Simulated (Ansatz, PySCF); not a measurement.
Ways to break one bond of OB(Br)Br [dibromoborinic acid]:

A. OB(Br)Br → Br[B]Br + [OH] (HO)
B. OB(Br)Br [dibromoborinic acid] -> [O]B(Br)Br + H atom
C. OB(Br)Br -> O[B]Br + Br atom

Quantity: bond dissociation energy (enthalpy at 298 K, with B3LYP-D3(BJ) rigid-rotor harmonic-oscillator terms), kJ/mol. Each molecule is optimised on its own at B3LYP-D3(BJ)/def2-TZVP (Ansatz, a program for electronic structure), one conformer each, not searched for the lowest. Frequencies are from Ansatz or PySCF. Cores are frozen in the correlated levels unless marked. UHF or UKS for open shells. Spin-orbit coupling is left out. Frozen are the shells of the preceding noble gas and the d and f shells that filled before the atom's block. Non-relativistic. CBS marks a two-point X^-3 extrapolation of the correlation energy; Hartree-Fock from the larger set.

**Question.** Rank them by bond dissociation energy at CCSD(T)/CBS(cc-pVTZ,cc-pVQZ) (Ansatz), lowest first.

**Answer.** C (437.8 kJ/mol), B (475.1 kJ/mol), A (614.4 kJ/mol)
